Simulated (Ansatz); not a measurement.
Ansatz results at the PBE0-D4/def2-TZVP geometry: HOMO energy (ωB97M-V/def2-TZVPP) -9.65 eV; HOMO energy (PBE/def2-TZVPP) -6.16 eV; LUMO energy (ωB97M-V/def2-TZVPP) 1.11 eV.

Each molecule was computed in one conformer, which needn't be the lowest.

Q: Which molecule gave them?
A. `C[CH]([SiH3])[AlH][NH2]`
B. `C=NBF`
C. `OC(F)S[SiH3]`
D. `Br[SiH]1CO1`

A: A. The others give `Br[SiH]1CO1`: -10.05, -6.55, 1.32; `OC(F)S[SiH3]`: -9.80, -6.34, 1.65; `C=NBF`: -10.08, -6.43, 0.92.
